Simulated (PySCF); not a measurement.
## Worked example: entropy of an ideal gas

BH2O2, SMILES [B](O)O, multiplicity 2.

Geometry optimised at PBE-D3(BJ)/def2-TZVP. The isomer is the one that the SMILES or the coordinates give; other isomers of the formula were not compared. One conformer was computed; it need not be the lowest.

PBE-D3(BJ)/def2-TZVP (PySCF) gives the harmonic wavenumbers 379, 450, 546, 868, 937, 1136, 1427, 3508, 3519 cm⁻¹ and the rotational temperatures 4.8427, 0.4695, 0.4280 K. The molar mass is 44.82 g/mol, the symmetry number 2, the spin multiplicity 2.

Work out the entropy at 298.15 K and 1 atm in the rigid-rotor, harmonic-oscillator model.


Translation (Sackur–Tetrode at 1 atm): S = R[1.5 ln M + 2.5 ln T − 1.16487] = 156.2 J/(mol K).
Rotation: q = (√π/σ) T^1.5/√(θA θB θC) = 4630, S = R[ln q + 3/2] = 82.6 J/(mol K).
Vibration: with u = 1.4388 ν/T, each mode gives R[u/(e^u − 1) − ln(1 − e^−u)]:
```csv
ν (cm⁻¹),modes,u,S (J/(mol K))
379,1,1.83,4.36
450,1,2.17,3.33
546,1,2.63,2.31
868,1,4.19,0.66
937,1,4.52,0.50
1136,1,5.48,0.23
1427,1,6.89,0.07
```
The stiffer modes add less than 0.005 each. Sum 11.5 J/(mol K).
Spin: R ln 2 = 5.8 J/(mol K).
Total 256.0 J/(mol K); the program's own thermochemistry gives 256.0. Translation makes up 61 % and vibration 4 %. Anharmonicity, hindered rotation and orbital degeneracy are left out.
